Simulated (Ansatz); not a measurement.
## Worked example: InH2Cl + C2H4FI → InH2I + C2H4ClF

Gas-phase species: InH2Cl `[Cl][InH2]`, singlet; C2H4FI (1-fluoro-2-iodoethane) `FCCI`, singlet; InH2I `[InH2][I]`, singlet; C2H4ClF (1-chloro-2-fluoroethane) `FCCCl`, singlet. The partners trade Cl for I: In–Cl and C–I bonds give way to In–I and C–Cl.

Shapes, held fixed at every level: PBE0-D4/def2-TZVP. Flexible molecules stand in one conformer, not always the lowest. Programs: Ansatz 0.2.0. The zero-point and thermal change to 298 K, harmonic and unscaled (PBE0-D4/def2-TZVP), is +1.1 kJ/mol.

At CCSD(T)/def2-TZVPP; 1 Eh = 2625.50 kJ/mol:

```
species  energy (Eh)
 InH2Cl  -650.439428
 C2H4FI  -475.349973
  InH2I  -487.854841
C2H4ClF  -637.934534
```

Work out ΔH(298 K) of the reaction at this level.


1. Products less reactants: (-487.854841) + (-637.934534) − [(-650.439428) + (-475.349973)] = 0.000026 Eh = +0.1 kJ/mol.
2. With the thermal change: +0.1 + (+1.1) = +1.2 kJ/mol.

Other levels give -15.3 (HF/def2-SVP) to +0.8 kJ/mol (MP2/def2-TZVPP). No measured value is set beside it here. For atoms past krypton def2 sets carry core potentials with scalar relativity. Outer-core shells of I, In are correlated, in sets that cover them unevenly. The levels disagree on the sign, so it isn't settled. The median of the other correlated levels is -8.0 kJ/mol. That is about zero within the method's error.
